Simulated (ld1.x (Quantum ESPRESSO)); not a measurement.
# Building the ultrasoft potential for Ga (LDA (PZ), scalar-relativistic).

gallium (Ga), ultrasoft, made with ld1.x (Quantum ESPRESSO) 7.5 (LDA (PZ), scalar-relativistic). Core [Ar] 3d10, reference 4s2 4p1. Waves: 4s (bound): rcut 1.85, rcutus 2.25 bohr; 4s channel at 0.2 Ry: rcut 1.85, rcutus 2.25 bohr; 4p (bound): rcut 1.50, rcutus 2.68 bohr; 4p channel at 0.35 Ry: rcut 1.50, rcutus 2.68 bohr; 4d channel at 0.15 Ry: rcut 1.70, rcutus 1.90 bohr. Local part: all-electron potential smoothed inside 1.50 bohr (lloc = -2). Core correction: none. Augmentation charge: built from norm-conserving waves at rcut, not smoothed further.

- Cutoffs needed: 6 Ry and 8 Ry (the cutoffs (Ry, on a coarse ladder) from which the occupation-weighted sum of valence levels, in a spherical-Bessel basis at the reference potential, stays within 10 and 1 mRy of its value at 400 Ry)
- Ghost test: no extra level below or beside the all-electron valence levels (s, p, d, f tested) (spherical-Bessel basis up to 400 Ry, 20 bohr box)
- Largest excitation error: +121 meV (all-electron minus pseudo) for 4s1 4p0, out of 7 test configurations
- Lowest eigenvalue of the overlap operator: 0.37 (s channel)
